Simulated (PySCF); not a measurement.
## Worked example: refractive index and permittivity of the vapour

hexamethyldisiloxane (C6H18OSi2), SMILES O([Si](C)(C)C)[Si](C)(C)C.

Coordinates come from a B3LYP-D3(BJ)/def2-SVP optimisation. Other conformers were not sampled.

CAM-B3LYP/def2-SVP in PySCF gives a mean static polarisability of 109.0 bohr³ and a dipole moment of 0.62 D. Take an ideal gas at 298.15 K and 0.01 bar, whether or not the substance is that volatile.

Task: Work out n − 1 in the optical limit and the static ε − 1.

Result: 
Polarisability volume α' = 109.0 × 0.148185 = 16.15 Å³. Number density N = p/kT = 2.43e-7 Å⁻³.
Dilute limit of Lorentz–Lorenz: n − 1 = 2π N α' = 2.5e-5.
Orientation term of Debye: μ²/(3kT) = 8.098 Å³ × μ²(D²) = 3.11 Å³.
ε − 1 = 4π N (α' + μ²/3kT) = 5.9e-5. Orientation of the dipole supplies 16 % of the static response; it can't follow optical fields. Vibrational polarisation and dispersion are left out.
